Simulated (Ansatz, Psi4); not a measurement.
Input for Psi4:
```
memory 2 GB

molecule mol {
0 2
In    0.215837    0.085784    0.066130
F    -0.771757    1.209385   -1.450562
F    -0.403356   -1.676431    1.090519
}

set {
  basis sto-3g
  reference uks
  scf_type pk
  puream true
  d_convergence 1e-8
  dft_radial_points 99
  dft_spherical_points 590
}

energy('revpbe')
print_variables()
```

Q: Write the same job for Ansatz (a first-principles code).

A: This is not unique; one that fits is 
Ansatz 0.2 input:
```yaml
crystal:
  periodic: [false, false, false]
  atoms:
    - {symbol: In, position_ang: [0.21583697, 0.08578411, 0.06613032]}
    - {symbol: F, position_ang: [-0.77175682, 1.20938463, -1.45056227]}
    - {symbol: F, position_ang: [-0.40335556, -1.67643143, 1.09051942]}
basis:
  gaussian:
    orbitals: STO-3G
hamiltonian:
  xc: revpbe
magnetization: {spin_polarized: true, initial_magnetization: 1}
accuracy: high
```

Both were run: Psi4 gave -5881.194528 Eh and Ansatz -5881.194576 Eh, 0.047 mEh apart.
